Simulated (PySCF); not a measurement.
Computed shifts of a molecule C₄H₇FO, PySCF with B3LYP/pcSseg-1, GIAO, gas phase, equivalent atoms averaged, in ppm (number of nuclei): ¹³C: 83.5 (1), 59.1 (1), 25.9 (1), 23.6 (1). ¹⁹F: -243.3 (1). ¹H: 4.85 (1), 1.80 (3), 0.98 (2), 0.67 (1). References: ¹³C against TMS (σ = 181.3 ppm); ¹⁷O against H2O (σ = 333.8 ppm); ¹⁹F against CFCl3 (σ = 161.7 ppm); ¹H against TMS (σ = 31.68 ppm), references at their B3LYP-D3(BJ)/def2-TZVP geometries, non-relativistic. Coordinates come from a B3LYP-D3(BJ)/def2-SVP optimisation. Other conformers were not sampled.

Which structure fits?
A. C[C@@]1(O)C[C@H]1F
B. C=C(F)OCC
C. CC(=O)[C@H](C)F
D. OCC/C=C\F

A, C[C@@]1(O)C[C@H]1F
